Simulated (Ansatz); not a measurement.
Program: Ansatz. Geometries: PBE0-D4/def2-TZVP. ΔE: electronic, gas phase. CCSD(T)/CBS is the MP2 limit (def2-TZVPP, def2-QZVPP) plus CCSD(T) − MP2 in def2-TZVPP, frozen cores. DFT in def2-TZVPP. For Ge outer-core shells are correlated without core-valence functions, which leaves a few kJ/mol of doubt a bond. Scalar relativity is left out up to krypton. One conformer a species, not always the lowest.

Consider the redistribution: `Cl[SiH2][S][GeH3]` + `F[SiH2]O[SiH](F)F` → `F[SiH](Cl)[S][GeH3]` + `F[SiH2]O[SiH2]F`.

| level | ΔE (kJ/mol) |
| --- | --- |
| revPBE-D4 | 12.4 |
| BLYP-D4 | 10.8 |
| B97M-V | 14.6 |
| r2SCANh-D4 | 15.8 |
| r2SCAN | 15.2 |
| CAM-B3LYP | 14.9 |
| RPA@PBE/def2-TZVPP | 15.2 |
| MP2/CBS(def2) | 14.6 |

Problem. What does CCSD(T)/CBS give? (Estimate.)

Solution. Computed: +16.1 kJ/mol. The listed levels differ from it by -3.7, -5.3, -1.5, -0.3, -0.9, -1.2, -0.9, -1.5 kJ/mol.

Largest T1 diagnostic among the species: 0.012.

From BLYP to BHLYP (50 % exact exchange), in def2-TZVPP and without D4, ΔE moves by +3.7 kJ/mol. Leaving LDA and LC-ωPBE aside and taking each functional with its dispersion term where it has one, the values, not all of them listed here, spread over 6.2 kJ/mol, from BLYP-D4 to r2SCAN0-D4. At CCSD(T), def2-SVP lies −3.2 kJ/mol from the extrapolated value and def2-TZVPP +0.6 kJ/mol.
